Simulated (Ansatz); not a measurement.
Mulliken charges of F3H2HfN (`[NH2][Hf]([F])([F])[F]`) from PBE/def2-TZVPP in Ansatz (PBE0-D4/def2-TZVP geometry).

| atom | x (Å) | y (Å) | z (Å) | charge (e) |
| --- | --- | --- | --- | --- |
| N1 | -0.669 | 0.794 | 0.687 | -0.443 |
| Hf2 | 0.404 | -0.505 | -0.423 | 1.060 |
| F3 | 1.624 | -1.428 | 0.718 | -0.311 |
| F4 | -0.835 | -1.663 | -1.290 | -0.305 |
| F5 | 1.450 | 0.453 | -1.703 | -0.315 |
| H6 | -1.672 | 0.909 | 0.639 | 0.159 |
| H7 | -0.301 | 1.441 | 1.370 | 0.154 |

Q: By hand: the dipole of these point charges (1 e Å = 4.8032 D).

A: Σ q r = (-0.295, 0.288, 0.266) e Å, of length 0.491 e Å = 2.36 D.

Q: How does the dipole of the full density compare? (Estimate.)

A: The calculation gave: (-0.297, 0.287, 0.270) e Å, 2.37 D; the point charges give 1.00 times that, at 0° from its direction.

Point charges leave out the atoms' own dipoles, such as those of lone pairs, and Mulliken's split depends on the basis, so the close match here is no proof of good charges.
